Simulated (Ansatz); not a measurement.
The cluster BSb₂⁻: single points at one geometry.

```yaml
crystal:
  periodic: [false, false, false]
  atoms:
    - {symbol: B, position_ang: [-0.240119, -0.370668, 0.569105]}
    - {symbol: Sb, position_ang: [-1.557738, 1.144900, -0.367470]}
    - {symbol: Sb, position_ang: [1.797856, -0.774222, -0.201636]}
basis:
  gaussian: {orbitals: def2-TZVPD, initial_orbitals: start.molden}
total_charge: -1
magnetization: {spin_polarized: true, initial_magnetization: 4}
hamiltonian: {xc: pbe}
correlation: {method: rpa}
scf: {omitted_lower_state_checks: [starts]}
```

The file start.molden holds the orbitals of an earlier run on this structure, at another level or in another basis.

```sh
$ ansatz run in.yaml --threads 4 --pin off --events-out ev --progress --plain --max-ram 3916MiB
```

Shortened log:

```
Functional definition: PBE
1247 factors; integrals over basis functions are off by at most 4.5e-4 eV
mean field evaluation 1: about -13748.9715 eV, gradient 4.4e0 eV
mean field evaluation 2: about -13749.0541 eV, gradient 1.3e-1 eV
mean field evaluation 4: about -13749.0538 eV, gradient 3.3e-3 eV
mean field evaluation 8: about -13749.0538 eV, gradient 2.4e-6 eV
mean field -13749.05382037 eV, -505.2684084551 hartree, gradient 2.5e-6 eV, S^2 6.017363; 0 other end points of the search recorded, 0 dependent functions left out
9 core orbitals not correlated: weight in the atoms' cores, before any rotation towards them, 1.000 or more for the frozen orbitals, at most 0.000 for the correlated occupied ones
reference -13691.29781704 eV, -503.1459144812 hartree; 19, 15 occupied and 121, 125 virtual orbitals, 1247 factors
Total energy: -13719.28169401 eV, -504.1743029917 hartree
Checks for a lower state left out: starts
```

Run time 3.5 s (4 threads of Arm Neoverse V2 on a shared host).

As the first input, with `correlation: {method: mp2}`, `output: {orbitals: {seedname: orbitals}}` and without the key `hamiltonian` (abridged; 1.8 s):

```
Functional definition: HF
mean field -13692.54958506 eV, -503.1919161076 hartree, gradient 6.0e-6 eV, S^2 6.285460
9 core orbitals not correlated: weight in the atoms' cores, before any rotation towards them, 1.000 or more for the frozen orbitals, at most 0.000 for the correlated occupied ones
second order -19.33003245 eV of doubles, -0.00000000 eV of singles
Total energy: -13711.87961752 eV, -503.9022816979 hartree
Checks for a lower state left out: starts
```

As the first input, with `hamiltonian: {xc: {text: "exchange = 0.90*pbe_x + 0.10*exact_x\ncorrelation = pbe_c"}}`, `output: {orbitals: {seedname: orbitals}}` and without the key `correlation` (abridged; 4.2 s):

```
Functional definition: unnamed
mean field -13749.30105086 eV, -505.2774940081 hartree, gradient 2.0e-6 eV, S^2 6.028680
Total energy: -13749.30108242 eV, -505.2774951681 hartree
Checks for a lower state left out: starts
```

The first input with `hamiltonian: {xc: {text: "exchange = 0.85*pbe_x + 0.15*exact_x\ncorrelation = pbe_c"}}`, `output: {orbitals: {seedname: orbitals}}` and without the key `correlation` (abridged; 4.3 s):

```
Functional definition: unnamed
mean field -13749.43514035 eV, -505.2824217061 hartree, gradient 9.1e-6 eV, S^2 6.035581
Total energy: -13749.43517011 eV, -505.2824227998 hartree
Checks for a lower state left out: starts
```

The first input with `hamiltonian: {xc: r2scan, dispersion: d4}`, `output: {orbitals: {seedname: orbitals}}` and without the key `correlation` (abridged; 8 s):

```
Functional definition: r2SCAN
mean field -13755.16451822 eV, -505.4929724590 hartree, gradient 9.9e-6 eV, S^2 6.063615
Total energy: -13755.19092126 eV, -505.4939427531 hartree
Checks for a lower state left out: starts
```

The first input with `hamiltonian: {xc: {name: B97M-V}}`, `output: {orbitals: {seedname: orbitals}}` and without the key `correlation` (abridged; 16 s):

```
Functional definition: B97M-V
mean field evaluation 16: about -13750.1870 eV, gradient 2.6e-6 eV
mean field -13750.18701996 eV, -505.3100527720 hartree, gradient 2.6e-6 eV, S^2 6.026212
Total energy: -13750.18707246 eV, -505.3100547015 hartree
Checks for a lower state left out: starts
```

As the first input, with `gaussian: {orbitals: "def2-TZVPPD.json", initial_orbitals: start.molden}`, `correlation: {method: ccsd_t}`, `scf: {omitted_lower_state_checks: [starts, cluster_reference]}`, `output: {orbitals: {seedname: orbitals}}` and without the key `hamiltonian` (abridged; 19 s):

```
Functional definition: HF
mean field -13692.54958506 eV, -503.1919161076 hartree, gradient 6.0e-6 eV, S^2 6.285460
9 core orbitals not correlated: weight in the atoms' cores, before any rotation towards them, 1.000 or more for the frozen orbitals, at most 0.000 for the correlated occupied ones
second order -19.33003245 eV of doubles, -0.00000000 eV of singles
cycle   1  -18.57778664 eV  change    7.5e-1 eV  update   1.3e-1
cycle   2  -19.15289096 eV  change   -5.8e-1 eV  update   4.6e-2
cycle   3  -19.27419913 eV  change   -1.2e-1 eV  update   3.4e-2
cycle   4  -19.26444553 eV  change    9.8e-3 eV  update   1.7e-2
cycle   5  -19.27869272 eV  change   -1.4e-2 eV  update   8.8e-3
cycle   6  -19.28556843 eV  change   -6.9e-3 eV  update   3.4e-3
cycle   7  -19.28436755 eV  change    1.2e-3 eV  update   1.3e-3
cycle   8  -19.28485938 eV  change   -4.9e-4 eV  update   6.1e-4
cycle   9  -19.28501672 eV  change   -1.6e-4 eV  update   2.8e-4
cycle  10  -19.28478522 eV  change    2.3e-4 eV  update   1.3e-4
cycle  11  -19.28492815 eV  change   -1.4e-4 eV  update   7.2e-5
cycle  12  -19.28492446 eV  change    3.7e-6 eV  update   3.1e-5
perturbative correction -0.76773263 eV, -0.0282136537 hartree
Total energy: -13712.60224215 eV, -503.9288376634 hartree
Checks for a lower state left out: starts, cluster_reference
```

Geometry: PBE-D4/def2-TZVPD.

In the def2 sets Sb takes a core potential; there is no spin–orbit coupling. Correlated methods freeze 9 core orbitals; core or outer-core shells of Sb are correlated, in sets that lack core-valence functions. At MP2/def2-TZVPD, CCSD(T)/def2-TZVPPD the charge -1 quintet is spin-contaminated (final ⟨S²⟩ up to 6.29, 6.00 for a pure state). At PBE with 10 % exact exchange/def2-TZVPD, PBE with 15 % exact exchange/def2-TZVPD, r2SCAN-D4/def2-TZVPD, B97M-V/def2-TZVPD the highest occupied level of the charge -1 quintet lies above zero (up to 0.77 eV). It is a level of α spin, whose loss leaves a quartet; that state wasn't run at this geometry and level. The electron is either unbound and held by the finite basis, or the level is raised by self-interaction error. At PBE0-D4/def2-TZVPD a triplet of charge -1 lies 2.18 eV below the quintet, each at its own geometry. The structure comes from a short search, and lower isomers may exist.
